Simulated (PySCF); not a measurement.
Isomers of C2H4Si. All species are isolated molecules in the gas phase. Strings in code marks are SMILES.

The HOMO from two functionals at the same geometries (B3LYP-D3(BJ)/def2-TZVP), both in PySCF: PBE-D3(BJ)/def2-TZVP and B3LYP-D3(BJ)/def2-TZVP. B3LYP has the VWN-RPA correlation part, as in Gaussian. 

```csv
species,PBE-D3(BJ)/def2-TZVP (eV),B3LYP-D3(BJ)/def2-TZVP (eV)
`C(=[SiH2])=C`,-5.33,-6.06
`C1=C[SiH2]1`,-6.32,-7.26
`[SiH3]C#C`,-7.11,-8.08
```

Over these rows, drawn at random from the members with no instability flagged (it was tested for open shells, ions and some series alone), PBE minus B3LYP-D3(BJ): mean +0.88 eV, from +0.73 eV to +0.97 eV.
